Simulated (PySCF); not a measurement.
## FeS at PBE0

Computed with PBE0; PySCF, spin-free X2C with a Gaussian nucleus, basis sets Fe x2c-TZVPPall, S x2c-TZVPPall.

```
state                                           : ⁵Π (quintet), unpaired electrons σ ↑, π ↑, δ ↑↑, a second solution, started from another occupation
bond length                                     : 2.044 Å
harmonic wavenumber                             : 504 cm⁻¹
force constant                                  : 3.04 mdyn/Å
rotational constant Be                          : 0.1984 cm⁻¹
anharmonicity ωexe                              : 1.78 cm⁻¹
vibration–rotation constant αe                  : 0.000933 cm⁻¹
bond order (Mayer)                              : 2.08
dipole moment (positive dipole means Fe(−)S(+)) : -5.58 D
```

De is left out where the level can put another filling of the metal’s s and d shells below the measured ground configuration, by anything from nothing to about 1 eV.
